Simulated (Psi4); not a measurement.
Input for Psi4: SAPT0/aug-cc-pVDZ on Br2ClH (a complex), monomers drawn apart or pushed together.

```
memory 1800 MB

molecule dimer {
0 1
Cl   -0.08714203   -0.25780912    0.07877277
H     0.95875619    0.48574338    0.07410081
--
0 1
Br    0.00468398    0.30229741    8.20701680
Br   -0.10765636    0.08155342    5.89328261
units angstrom
symmetry c1
no_reorient
no_com
}

set {
  basis aug-cc-pVDZ
  scf_type df
  freeze_core true
}

energy('sapt0')
```

Output:

```
[...]
==> Input File <==

--------------------------------------------------------------------------
memory 1800 MB

molecule dimer {
0 1
Cl   -0.08714203   -0.25780912    0.07877277
H     0.95875619    0.48574338    0.07410081
--
0 1
Br    0.00468398    0.30229741    8.20701680
Br   -0.10765636    0.08155342    5.89328261
units angstrom
symmetry c1
no_reorient
no_com
}

set {
  basis aug-cc-pVDZ
  scf_type df
  freeze_core true
}

energy('sapt0')
--------------------------------------------------------------------------


   => Loading Basis Set <=

    Name: AUG-CC-PVDZ
    Role: ORBITAL
    Keyword: BASIS
    atoms 1   entry CL         line   768 file aug-cc-pvdz.gbs
    atoms 2   entry H          line    40 file aug-cc-pvdz.gbs
    atoms 3-4 entry BR         line  3326 file aug-cc-pvdz.gbs

   => Loading Basis Set <=

    Name: AUG-CC-PVDZ
    Role: ORBITAL
    Keyword: BASIS
    atoms 1   entry CL         line   768 file aug-cc-pvdz.gbs
    atoms 2   entry H          line    40 file aug-cc-pvdz.gbs
    atoms 3-4 entry BR         line  3326 file aug-cc-pvdz.gbs


  //>>>>>>>>>>>>>>>>>>>>>>>>>>>>>>>>>>>//
  //              Dimer HF             //
  //<<<<<<<<<<<<<<<<<<<<<<<<<<<<<<<<<<<//

   => Libint2 <=

    Primary   basis highest AM E, G, H:  7, 6, 3
    Auxiliary basis highest AM E, G, H:  7, 7, 4
    Onebody   basis highest AM E, G, H:  -, -, -
    Solid Harmonics ordering:            Gaussian


   => Loading Basis Set <=

    Name: AUG-CC-PVDZ
    Role: ORBITAL
    Keyword: BASIS
    atoms 1   entry CL         line   768 file aug-cc-pvdz.gbs
    atoms 2   entry H          line    40 file aug-cc-pvdz.gbs
    atoms 3-4 entry BR         line  3326 file aug-cc-pvdz.gbs


         ---------------------------------------------------------
                                   SCF
               by Justin Turney, Rob Parrish, Andy Simmonett
                          and Daniel G. A. Smith
                              RHF Reference
                        1 Threads,   1716 MiB Core
         ---------------------------------------------------------

  ==> Geometry <==

    Molecular point group: c1
    Full point group: C1

    Geometry (in Angstrom), charge = 0, multiplicity = 1:

       Center              X                  Y                   Z               Mass
    ------------   -----------------  -----------------  -----------------  -----------------
         CL          -0.087142030000    -0.257809120000     0.078772770000    34.968852682000
         H            0.958756190000     0.485743380000     0.074100810000     1.007825032230
         BR           0.004683980000     0.302297410000     8.207016800000    78.918337600000
         BR          -0.107656360000     0.081553420000     5.893282610000    78.918337600000

  Running in c1 symmetry.

  Rotational constants: A =      3.12935  B =      0.00209  C =      0.00209 [cm^-1]
  Rotational constants: A =  93815.41175  B =     62.66967  C =     62.63528 [MHz]
  Nuclear repulsion =  383.675468824469192

  Charge       = 0
  Multiplicity = 1
  Electrons    = 88
  Nalpha       = 44
  Nbeta        = 44

  ==> Algorithm <==

  SCF Algorithm Type is DF.
  DIIS enabled.
  MOM disabled.
  Fractional occupation disabled.
  Guess Type is SAD.
  Energy threshold   = 1.00e-08
  Density threshold  = 1.00e-08
  Integral threshold = 1.00e-12

  ==> Primary Basis <==

  Basis Set: AUG-CC-PVDZ
    Blend: AUG-CC-PVDZ
    Number of shells: 44
    Number of basis functions: 108
    Number of Cartesian functions: 116
    Spherical Harmonics?: true
    Max angular momentum: 2

   => Loading Basis Set <=

    Name: (AUG-CC-PVDZ AUX)
    Role: JKFIT
    Keyword: DF_BASIS_SCF
    atoms 1   entry CL         line   772 file aug-cc-pvdz-jkfit.gbs
    atoms 2   entry H          line    70 file aug-cc-pvdz-jkfit.gbs
    atoms 3-4 entry BR         line  1380 file aug-cc-pvdz-jkfit.gbs

  ==> Integral Setup <==

  DFHelper Memory: AOs need 0.043 GiB; user supplied 1.257 GiB.
  SCF_SUBTYPE=INCORE selected. In-core MEM_DF algorithm will be used.
  Using in-core AOs.

  ==> MemDFJK: Density-Fitted J/K Matrices <==

    J tasked:                   Yes
    K tasked:                   Yes
    wK tasked:                   No
    OpenMP threads:               1
    Algorithm:                 Core
    Schwarz Cutoff:           1E-12
    Mask sparsity (%):      18.4842
    Fitting Condition:        1E-10

   => Auxiliary Basis Set <=

  Basis Set: (AUG-CC-PVDZ AUX)
    Blend: AUG-CC-PVDZ-JKFIT
    Number of shells: 156
    Number of basis functions: 548
    Number of Cartesian functions: 663
    Spherical Harmonics?: true
    Max angular momentum: 3

  Minimum eigenvalue in the overlap matrix is 2.2746524104E-03.
  Reciprocal condition number of the overlap matrix is 5.5368426680E-04.
    Using symmetric orthogonalization.

  ==> Pre-Iterations <==

  SCF Guess: Superposition of Atomic Densities via on-the-fly atomic UHF (no occupation information).

   -------------------------
    Irrep
[...]
      2.531869   100A      2.541488   101A      2.725601
     102A      2.728601   103A      3.475189   104A      7.982879
     105A     23.889144   106A     23.903436   107A     24.397634
     108A    156.859036

    Final Occupation by Irrep:
              A
    DOCC [    35 ]
    NA   [    35 ]
    NB   [    35 ]

  @DF-RHF Final Energy: -5143.41106013815170

   => Energetics <=

    Nuclear Repulsion Energy =            278.5796918487595235
    One-Electron Energy =               -7717.0080395984641655
    Two-Electron Energy =                2295.0172876115525469
    Total Energy =                      -5143.4110601381526067

Computation Completed


Properties will be evaluated at   0.000000,   0.000000,   0.000000 [a0]

Properties computed using the SCF density matrix


 Multipole Moments:

 ------------------------------------------------------------------------------------
     Multipole            Electronic (a.u.)      Nuclear  (a.u.)        Total (a.u.)
 ------------------------------------------------------------------------------------

 L = 1.  Multiply by 2.5417464519 to convert [e a0] to [Debye]
 Dipole X            :          6.8105546           -6.8106359           -0.0000813
 Dipole Y            :        -25.3881027           25.3880530           -0.0000497
 Dipole Z            :       -932.5995136          932.5996460            0.0001324
 Magnitude           :                                                    0.0001632

 ------------------------------------------------------------------------------------

  Constructing Basis Sets for SAPT...

   => Loading Basis Set <=

    Name: (AUG-CC-PVDZ AUX)
    Role: RIFIT
    Keyword: DF_BASIS_SAPT
    atoms 1   entry CL         line   574 file aug-cc-pvdz-ri.gbs
    atoms 2   entry H          line    30 file aug-cc-pvdz-ri.gbs
    atoms 3-4 entry BR         line   970 file aug-cc-pvdz-ri.gbs

   => Loading Basis Set <=

    Name: (AUG-CC-PVDZ AUX)
    Role: JKFIT
    Keyword: DF_BASIS_ELST
    atoms 1   entry CL         line   772 file aug-cc-pvdz-jkfit.gbs
    atoms 2   entry H          line    70 file aug-cc-pvdz-jkfit.gbs
    atoms 3-4 entry BR         line  1380 file aug-cc-pvdz-jkfit.gbs


  //>>>>>>>>>>>>>>>>>>>>>>>>>>>>>>>>>>>//
  //               SAPT0               //
  //<<<<<<<<<<<<<<<<<<<<<<<<<<<<<<<<<<<//



        SAPT0
    Ed Hohenstein
     6 June 2009

      Orbital Information
  --------------------------
    NSO        =       108
    NMO        =       108
    NRI        =       375
    NRI (Elst) =       548
    NOCC A     =         9
    NOCC B     =        35
    FOCC A     =         5
    FOCC B     =        18
    NVIR A     =        99
    NVIR B     =        73

    Elst10,r            =    -0.000148443399 [Eh]
    Exch10              =     0.000001182776 [Eh]
    Exch10 (S^2)        =     0.000001182774 [Eh]

    Maxiter = 50
    CPHF R converge = 1.000000E-08

    Iter     Energy [mEh]          dE [mEh]         Residual      Time [s]
       1      -0.00309840       0.003098402     3.339857e-04             0
       2      -0.00324833       0.000149930     1.039593e-04             0
       3      -0.00346291       0.000214582     1.317294e-05             0
       4      -0.00344747      -0.000015445     2.162154e-06             0
       5      -0.00344745      -0.000000019     5.454470e-07             0
       6      -0.00344775       0.000000303     1.430428e-07             0
       7      -0.00344769      -0.000000061     2.624281e-08             0
       8      -0.00344770       0.000000007     5.395200e-09             0

    CHF Iterations converged

    Maxiter = 50
    CPHF R converge = 1.000000E-08

    Iter     Energy [mEh]          dE [mEh]         Residual      Time [s]
       1      -0.00238435       0.002384353     3.900309e-04             0
       2      -0.00222642      -0.000157930     1.130208e-04             0
       3      -0.00245969       0.000233271     5.491133e-05             0
       4      -0.00248842       0.000028728     2.146043e-05             0
       5      -0.00246411      -0.000024309     8.373999e-06             0
       6      -0.00246640       0.000002289     4.193060e-06             0
       7      -0.00246840       0.000001993     1.195440e-06             0
       8      -0.00246800      -0.000000395     3.982242e-07             1
       9      -0.00246786      -0.000000143     6.275575e-08             1
      10      -0.00246789       0.000000031     1.543759e-08             1
      11      -0.00246789      -0.000000003     6.873478e-09             1

    CHF Iterations converged

    Ind20,r (A<-B)      =    -0.000003447699 [Eh]
    Ind20,r (B<-A)      =    -0.000002467885 [Eh]
    Ind20,r             =    -0.000005915584 [Eh]
    Exch-Ind20,r (A<-B) =     0.000000585920 [Eh]
    Exch-Ind20,r (B<-A) =     0.000000120096 [Eh]
    Exch-Ind20,r        =     0.000000706016 [Eh]
    Disp20              =    -0.000130892925 [Eh]
    Disp20 (SS)         =    -0.000065446462 [Eh]
    Disp20 (OS)         =    -0.000065446462 [Eh]
    Exch-Disp20         =     0.000000155543 [Eh]
    Exch-Disp20 (SS)    =     0.000000098845 [Eh]
    Exch-Disp20 (OS)    =     0.000000056698 [Eh]

    SAPT Results
  --------------------------------------------------------------------------------------------------------
    Electrostatics                 -0.14844340 [mEh]      -0.09314964 [kcal/mol]      -0.38973809 [kJ/mol]
      Elst10,r                     -0.14844340 [mEh]      -0.09314964 [kcal/mol]      -0.38973809 [kJ/mol]

    Exchange                        0.00118278 [mEh]       0.00074220 [kcal/mol]       0.00310538 [kJ/mol]
      Exch10                        0.00118278 [mEh]       0.00074220 [kcal/mol]       0.00310538 [kJ/mol]
      Exch10(S^2)                   0.00118277 [mEh]       0.00074220 [kcal/mol]       0.00310537 [kJ/mol]

    Induction                      -0.00550980 [mEh]      -0.00345745 [kcal/mol]      -0.01446598 [kJ/mol]
      Ind20,r                      -0.00591558 [mEh]      -0.00371209 [kcal/mol]      -0.01553136 [kJ/mol]
      Exch-Ind20,r                  0.00070602 [mEh]       0.00044303 [kcal/mol]       0.00185364 [kJ/mol]
      delta HF,r (2)               -0.00030023 [mEh]      -0.00018840 [kcal/mol]      -0.00078826 [kJ/mol]

    Dispersion                     -0.13073738 [mEh]      -0.08203895 [kcal/mol]      -0.34325095 [kJ/mol]
      Disp20                       -0.13089292 [mEh]      -0.08213655 [kcal/mol]      -0.34365933 [kJ/mol]
      Exch-Disp20                   0.00015554 [mEh]       0.00009760 [kcal/mol]       0.00040838 [kJ/mol]
      Disp20 (SS)                  -0.06544646 [mEh]      -0.04106828 [kcal/mol]      -0.17182966 [kJ/mol]
      Disp20 (OS)                  -0.06544646 [mEh]      -0.04106828 [kcal/mol]      -0.17182966 [kJ/mol]
      Exch-Disp20 (SS)              0.00009884 [mEh]       0.00006203 [kcal/mol]       0.00025952 [kJ/mol]
      Exch-Disp20 (OS)              0.00005670 [mEh]       0.00003558 [kcal/mol]       0.00014886 [kJ/mol]

  Total HF                         -0.15277042 [mEh]      -0.09586489 [kcal/mol]      -0.40109869 [kJ/mol]
  Total SAPT0                      -0.28350781 [mEh]      -0.17790383 [kcal/mol]      -0.74434964 [kJ/mol]

  Special recipe for scaled SAPT0 (see Manual):
    Electrostatics sSAPT0          -0.14844340 [mEh]      -0.09314964 [kcal/mol]      -0.38973809 [kJ/mol]
    Exchange sSAPT0                 0.00118278 [mEh]       0.00074220 [kcal/mol]       0.00310538 [kJ/mol]
    Induction sSAPT0               -0.00550980 [mEh]      -0.00345745 [kcal/mol]      -0.01446598 [kJ/mol]
    Dispersion sSAPT0              -0.13073738 [mEh]      -0.08203895 [kcal/mol]      -0.34325095 [kJ/mol]
  Total sSAPT0                     -0.28350781 [mEh]      -0.17790383 [kcal/mol]      -0.74434964 [kJ/mol]
  --------------------------------------------------------------------------------------------------------



*** Psi4 exiting successfully. Buy a developer a beer!
```

The run finished.

Cost: roughly 24 core-seconds.
